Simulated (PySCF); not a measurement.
**Computed vibrations of HfCl4(H2O)**

HfCl4(H2O) (singlet). PySCF 2.14.0, RKS PBE, Hf def2-SVP with ECP60, Cl def2-SVP, O def2-SVP, H def2-SVP; non-relativistic Hamiltonian with scalar-relativistic core potentials where named; density fitting; no spin-orbit coupling. Central differences of gradients.

```xyz
8

Hf   -0.0197   -0.0341    0.0000
Cl   -0.2909   -0.5039    2.3450
Cl   -0.2909   -0.5039   -2.3450
Cl    2.3121    0.1856    0.0000
Cl   -0.9953    2.0951    0.0000
O    -1.1981   -2.0752    0.0000
H    -2.1671   -2.1813    0.0000
H    -0.8055   -2.9674    0.0000
```

Run from Python with OMP_NUM_THREADS=2. Where DIIS fails, smearing, a level shift and second-order steps follow.
It took 120 s on 2 threads of Arm Neoverse V2, on a shared host.

**Question.** What are the harmonic wavenumbers and infrared intensities?

**Answer.** Modes are labelled in C2v; negative numbers are unstable modes, those under 60 cm⁻¹ near the noise; a finer grid moves soft modes by up to 10 cm⁻¹.
| cm⁻¹ | km/mol | symmetry |
| --- | --- | --- |
| -408 | – | a2 |
| -396 | – | b2 |
| -59 | – | b1 |
| 84 | 0.0 | a1 |
| 100 | 0.4 | b1 |
| 120 | 0.0 | a2 |
| 121 | 1.1 | b2 |
| 128 | 11.6 | a1 |
| 222 | 0.9 | b2 |
| 268 | 0.5 | a1 |
| 340 | 14.7 | a1 |
| 348 | 141.9 | b2 |
| 373 | 31.7 | a1 |
| 376 | 54.3 | b1 |
| 489 | 39.2 | b1 |
| 1566 | 72.0 | a1 |
| 3708 | 122.7 | a1 |
| 3808 | 165.5 | b1 |

**Question.** Is this a minimum?

**Answer.** No: 3 unstable; the lowest moves the atoms so:
```
Hf   0.00  0.00  0.00
Cl  -0.01  0.00  0.00
Cl   0.01  0.00  0.00
Cl   0.00  0.00  0.00
Cl   0.00  0.00  0.00
O    0.00  0.00  0.00
H    0.00  0.00  0.71
H    0.00  0.00 -0.71
```
